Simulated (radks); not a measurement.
Values are calculated unless marked as measured or tabulated.
The chlorine anion Cl- inside a hard spherical wall (all orbitals vanish at R), configuration held at [Ar] and not refilled when levels cross. Level of theory: non-relativistic Kohn-Sham, PBEsol, spin-polarised, spherical densities, point nucleus (a radial shooting solver on a logarithmic mesh with Libxc functionals). Eigenvalues in eV for spin up, with the zero of energy where the potential of the charges vanishes at infinity; a dash marks a level that is unbound or too diffuse for the functional's potential to be trusted. A positive occupied level is held by the wall or, in an anion where self-interaction has pushed it up, behind a barrier. The pressure on the wall is -dE/dV.

R (bohr)  E (hartree)  kinetic (hartree)    e(2s)    e(2p)    e(3s)   e(3p)  e(4s, empty)  e(4p, empty)  pressure (GPa)
20         -459.42050            458.758  -240.52  -181.40  -11.120   0.253         2.457         2.666        < 0.0001
15         -459.42048            458.758  -240.52  -181.39  -11.116   0.256         3.203         3.661        0.000106
12         -459.42037            458.759  -240.50  -181.37  -11.097   0.274         3.965         4.778         0.00158
10         -459.41987            458.762  -240.43  -181.31  -11.041   0.326         4.830         6.097          0.0121
6          -459.39371            458.902  -239.10  -179.97   -9.985   1.357        10.686        14.472            1.91
3.5        -458.76378            461.565  -227.62  -168.37   -2.043  10.092        41.597        50.311             191
2.5        -455.98383            470.823  -203.64  -143.92   16.736  31.281        109.59        120.45            2330
2          -450.45201            486.330  -175.95  -115.39   45.787  62.817        205.74        214.56           10700
1.5        -432.24079            530.481  -122.77  -59.654   130.76  149.41        449.82        442.87           68700
